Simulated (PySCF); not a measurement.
Ge(H)3(OMe) (CH₆GeO), SMILES [O](C)[GeH3]. Atoms are numbered in the order given.

```xyz
9

Ge     0.0479    -0.7211     0.0000
O     -0.6355     0.9234     0.0000
C      0.2413     2.0217     0.0000
H     -1.1599    -1.6601     0.0000
H      0.9151    -0.9042    -1.2606
H      0.9151    -0.9042     1.2606
H      0.8944     2.0396    -0.8954
H     -0.3551     2.9483     0.0000
H      0.8944     2.0396     0.8954
```

Coordinates come from a ωB97X-D3(BJ)/def2-SVP optimisation.

Method: PBE0/def2-TZVPD (PySCF).

Symmetry labels are those of the subgroup Cs that the program uses (full group Cs).

### Question
List the valence orbital energies around the gap with their symmetry. (An estimate is asked for; the answer gives what the named calculation found.)

### Answer

```
orbital  symmetry  energy (eV)
-------  --------  -----------
HOMO−7         A'       -15.63
HOMO−6         A'       -12.50
HOMO−5         A"       -12.49
HOMO−4         A'       -12.28
HOMO−3         A"        -9.89
HOMO−2         A'        -9.77
HOMO−1         A'        -8.59
HOMO           A"        -7.79
LUMO           A'        -0.02
LUMO+1         A'         0.28
LUMO+2         A'         0.96
LUMO+3         A'         1.32
```
